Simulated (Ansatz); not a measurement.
Ideal-gas functions of Cl₃IZr, SMILES `[Cl][Zr]([Cl])([Cl])[I]` at 800 K and 1 bar, from an Ansatz frequency run at PBE0-D4/def2-TZVP.

Molar mass 324.49 g/mol, point group C3v (symmetry number 3), electronic degeneracy 1, moments of inertia 506.287, 1023.813, 1023.828 u Å². Harmonic wavenumbers (cm⁻¹, unscaled): 76, 76, 93, 102, 102, 242, 398, 430, 430.

Use S(trans) = R[1.5 ln M + 2.5 ln T − 1.1517]; rotational temperatures θ = 24.2544 K / I; S(rot) = R[ln(√π/σ · √(T³/θAθBθC)) + 1.5]; for each mode x = 1.438777 ν̃/T, S = R[x/(eˣ − 1) − ln(1 − e⁻ˣ)] and H = RT x/(eˣ − 1); 1 cm⁻¹ = 0.0119627 kJ/mol; R = 8.31446 J/(mol·K).

**Question.** By hand: the entropy, in J/(mol·K).

**Answer.** Translation 201.5. Rotation: θ = 0.0479, 0.0237, 0.0237 K, giving 135.2. Vibration, mode by mode: 24.87, 24.87, 23.19, 22.43, 22.43, 15.30, 11.27, 10.66, 10.66, in all 165.7. Electronic 0.0. Sum 502.4 J/(mol·K).

**Question.** By hand: H − E and G − E in kJ/mol, counted from the electronic energy.

**Answer.** Zero-point energy ½ × 1949 × 0.0119627 = 11.7; thermal vibration 49.3; translation, rotation and pV give 4 RT = 26.6. H − E = 87.6 kJ/mol, and G − E = 87.6 − 800 × 502.4/1000 = -314.3 kJ/mol.

Vibration gives 33 % of the entropy, 117.8 J/(mol·K) of it from the modes under 150 cm⁻¹: soft modes count most, and the harmonic formula is weakest for them.
